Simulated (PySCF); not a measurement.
A small calculation by hand: dipole moment from atomic charges

C₄H₄N, SMILES C1=C[N]C=C1, multiplicity 2. Atoms are numbered in the order given.

```xyz
9

C      0.0000     0.6832     0.9860
C      0.0000     1.0633    -0.4272
N      0.0000     0.0000    -1.2488
C      0.0000    -1.0633    -0.4272
C      0.0000    -0.6832     0.9860
H      0.0000     1.3598     1.8411
H      0.0000     2.0838    -0.8238
H      0.0000    -2.0838    -0.8238
H      0.0000    -1.3598     1.8411
```
Charge 0, spin multiplicity 2.

Coordinates come from a r2SCAN-D4/def2-SVP optimisation. The isomer is the one that the SMILES or the coordinates give; other isomers of the formula were not compared.

Charges (e) from PySCF with M06-2X/def2-TZVP:

| atom | Mulliken | ESP fit |
|---|---|---|
| C1 | -0.174 | -0.310 |
| C2 | 0.003 | 0.354 |
| N3 | -0.289 | -0.615 |
| C4 | 0.003 | 0.354 |
| C5 | -0.174 | -0.310 |
| H6 | 0.154 | 0.187 |
| H7 | 0.161 | 0.076 |
| H8 | 0.161 | 0.076 |
| H9 | 0.154 | 0.187 |

The dipole moment of the full density is 2.06 D.

### Question
What dipole moment does each set of point charges give, and which comes closer to that of the density?

### Answer

μ = Σ q r, and 1 e Å = 4.8032 D.
Mulliken: Σ q r = (0.000, 0.000, 0.317) e Å, |μ| = 1.52 D.
ESP fit: Σ q r = (0.000, 0.000, 0.418) e Å, |μ| = 2.01 D.
ESP fit comes closer in size. Point charges leave out the atoms' own dipoles (lone pairs, polarised bonds); fits to the potential absorb them, partitions of the density don't.
